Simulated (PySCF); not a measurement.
# Two-component Hartree-Fock for Ta (tantalum, neutral)

Start: [Xe] 4f14 5d5; 5d5/2 filled at m_j = -3/2, -1/2, +1/2, +3/2, +5/2. Calculated with PySCF 2.14 in x2c-TZVPall-2c: generalised Hartree-Fock with the X2C-1e Hamiltonian and a Gaussian nucleus; spin-orbit coupling (SO) screened by Boettger's factors. This is a chosen level, not necessarily the ground level.

| spinor shell | electrons | ε, screened SO (eV) | weight of nominal j (screened SO) | rms radius, screened SO (bohr) |
| --- | --- | --- | --- | --- |
| 1s1/2 | 2 | -67751.5 | 1.000 | 0.0211 |
| 2s1/2 | 2 | -11773.8 | 1.000 | 0.0853 |
| 2p1/2 | 2 | -11231.3 | 1.000 | 0.0726 |
| 2p3/2 | 4 | -9955.5 | 1.000 | 0.0799 |
| 3s1/2 | 2 | -2754.3 | 1.000 | 0.218 |
| 3p1/2 | 2 | -2513.5 | 1.000 | 0.210 |
| 3p3/2 | 4 | -2234.0 | 1.000 | 0.225 |
| 3d3/2 | 4 | -1832.1 | 1.000 | 0.199 |
| 3d5/2 | 6 | -1771.7 | 1.000 | 0.203 |
| 4s1/2 | 2 | -589.35 | 1.000 | 0.488 |
| 4p1/2 | 2 | -488.82 | 1.000 | 0.497 |
| 4p3/2 | 4 | -423.77 | 1.000 | 0.530 |
| 4d3/2 | 4 | -258.07 | 1.000 | 0.557 |
| 4d5/2 | 6 | -245.72 | 1.000 | 0.569 |
| 5s1/2 | 2 | -82.369 | 1.000 | 1.19 |
| 5p1/2 | 2 | -51.625 | 0.936 | 1.35 |
| 5p3/2 | 4 | -41.220 | 0.968 | 1.44 |
| 4f5/2 | 6 | -36.931 | 0.991 | 0.706 |
| 4f7/2 | 8 | -34.906 | 0.993 | 0.708 |
| 5d5/2 | 5 | -5.664 | 0.552 | 2.70 |

| quantity | screened SO |
| --- | --- |
| E (hartree) | -15610.21168 |
| M_J | 5/2 |
| ⟨J²⟩ | 8.762 |
| ⟨L²⟩ | 0.163 |
| ⟨S²⟩ | 8.799 |

Each row is a mean over spinors that exchange with the open shell spreads, by up to 5.580 eV (5p3/2).

Rows whose weight is well below 1 are mixtures of j = l ± 1/2: exchange outweighs spin-orbit coupling there, and the label is only the starting occupation.

Breit and QED terms are absent; they matter most for the inner s and p1/2 levels.

Densities and radii are taken from the X2C orbitals without a picture-change correction, which distorts them close to the nucleus.
